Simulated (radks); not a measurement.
Species: Mn+. Configuration: [Ar] 3d5 4s1. Calculated with a radial shooting solver on a logarithmic mesh with Libxc functionals: scalar-relativistic Kohn-Sham, SCAN, spin-polarised, spherical densities, finite nucleus; open shells are filled with parallel spins first; meta-GGA in the generalised Kohn-Sham scheme; Fermi nuclear charge, rms radius 3.7057 fm.

Radial electron density D(r) = 4 pi r^2 rho(r):

r (bohr)  D(r) (e/bohr)  spin D(r)
0.005837          3.635    0.00170
0.007601          5.593    0.00260
0.009977          8.482    0.00390
0.01299           12.27    0.00553
0.01692           16.96    0.00740
0.02203           22.14    0.00908
0.02891           26.97    0.00974
0.03765           29.77    0.00815
0.04902           29.57    0.00354
0.06434           26.55   -0.00293
0.08378           23.53   -0.00425
0.1091            24.00     0.0144
0.1421            28.75     0.0802
0.1865            33.13      0.249
0.2428            30.17      0.594
0.3162            20.41       1.24
0.4117            12.50       2.29
0.5404            12.42       3.52
0.7036            14.97       4.23
0.9162            13.04       3.92
1.193             7.718       2.92
1.566             3.410       1.95
2.039             1.529       1.27
2.655            0.7542      0.730
3.485            0.3009      0.300
4.538           0.07687     0.0769
5.909          0.009903    0.00990
7.694         0.0005289   0.000529

D(r) has 3 maxima, at r = 0.0421, 0.196, 0.732 bohr, and minima at 0.0937, 0.468 bohr, inside which lie 2.13, 10.60 electrons.
